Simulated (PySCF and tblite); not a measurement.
The numbers below are computed, except where a source is named.
C5H12OSi, numbered as in [SiH3:1][C@@H:2]1[CH2:3][CH2:4][CH2:5][CH2:6][O:7]1.

The ensemble was built from 60 distance-geometry starts (ETKDG, MMFF94s, GFN2-xTB) and rests on GFN2-xTB geometries. Weights use PBE0-D3(BJ)/pcSseg-1 energies plus GFN2-xTB zero-point and thermal terms (modes under about 100 cm⁻¹ blended into free rotors). Symmetry numbers and mirror images are counted. Conformers within 3 kcal/mol (GFN2-xTB free energy) were kept, 10 at most. Of two unlike H on one atom, a is the less shielded (PBE0/pcSseg-1). Run with PySCF (density fitting) and tblite.

An NOE distance is ⟨r⁻⁶⟩^(−1/6) over all pairs of like atoms and, for the average, over conformers.

The 6-ring runs over atoms 2–3–4–5–6–7.

| conformer | shape | weight % |
| --- | --- | --- |
| 1 | 6-ring chair (all substituents equatorial) | 99.1 |
| 2 | 6-ring chair (Si1 axial) | 0.9 |

Task: Which H–H contacts under 3.5 Å would NOEs report (pairs on one atom left out) at 298.15 K?

Result: 
```csv
pair,in 1 (Å),in 2 (Å),average (Å)
H2 ··· H6b,2.38,3.98,2.38
H2 ··· H3b,2.46,2.38,2.46
H3a ··· H4a,2.47,2.48,2.47
H3b ··· H4b,2.47,2.45,2.47
H4b ··· H5b,2.47,2.47,2.47
H4a ··· H5a,2.47,2.47,2.47
H5a ··· H6a,2.47,2.47,2.47
H5b ··· H6b,2.47,2.47,2.47
H3b ··· H4a,2.53,3.05,2.53
H5b ··· H6a,2.52,3.06,2.53
H4a ··· H5b,2.54,3.05,2.54
H2 ··· H4b,2.55,4.27,2.56
H3a ··· H5a,2.57,4.30,2.58
H4b ··· H6b,2.58,4.30,2.58
H2 ··· H3a,3.05,2.53,3.04
H3a ··· H4b,3.05,2.53,3.04
H4b ··· H5a,3.05,2.54,3.04
H5a ··· H6b,3.06,2.52,3.05
H1 ··· H2,3.17,3.09,3.17
H1 ··· H3a,3.29,3.36,3.29
H1 ··· H3b,3.44,4.48,3.44
```

Longer pairs under the limit may be missing.

Task: In a model where alignment follows shape alone (order matrix 0.002 × (3G/tr G − 1)/2, G the second moments of the atom positions; splitting J + 2D), what are the one-bond C–H dipolar couplings D?

Result: H2 14.1 Hz (14.1 in conformer 1), H3a 14.3 Hz (14.4 in conformer 1), H3b 2.9 Hz (2.9 in conformer 1), H4b 14.2 Hz (14.4 in conformer 1), H4a 0.6 Hz (0.6 in conformer 1), H5a 14.8 Hz (14.9 in conformer 1), H5b -17.4 Hz (-17.6 in conformer 1), H6a 4.8 Hz (4.8 in conformer 1), H6b 14.0 Hz (14.1 in conformer 1).
